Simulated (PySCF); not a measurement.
## A small calculation by hand: entropy of an ideal gas

BH3N, SMILES B=[NH2+], charge +1.

The structure is a stationary point at PBE-D3(BJ)/def2-TZVP. The isomer is the one that the SMILES or the coordinates give; other isomers of the formula were not compared.

PySCF with PBE-D3(BJ)/def2-TZVP gives the harmonic wavenumbers 553, 642, 719, 896, 1413, 1568, 2817, 3373, 3434 cm⁻¹ and the rotational temperatures 16.3380, 1.4298, 1.3147 K. The molar mass is 27.84 g/mol, the symmetry number 2, the spin multiplicity 1.

Task: Work out the entropy at 298.15 K and 1 atm in the rigid-rotor, harmonic-oscillator model.

Result: 
Translation (Sackur–Tetrode at 1 atm): S = R[1.5 ln M + 2.5 ln T − 1.16487] = 150.2 J/(mol K).
Rotation: q = (√π/σ) T^1.5/√(θA θB θC) = 823, S = R[ln q + 3/2] = 68.3 J/(mol K).
Vibration: with u = 1.4388 ν/T, each mode gives R[u/(e^u − 1) − ln(1 − e^−u)]:
```tsv
ν (cm⁻¹)	modes	u	S (J/(mol K))
553	1	2.67	2.25
642	1	3.10	1.60
719	1	3.47	1.19
896	1	4.32	0.59
1413	1	6.82	0.07
1568	1	7.57	0.04
```
The stiffer modes add less than 0.005 each. Sum 5.7 J/(mol K).
Spin: R ln 1 = 0.0 J/(mol K).
Total 224.3 J/(mol K); the program's own thermochemistry gives 224.3. Translation makes up 67 % and vibration 3 %. Anharmonicity, hindered rotation and orbital degeneracy are left out.
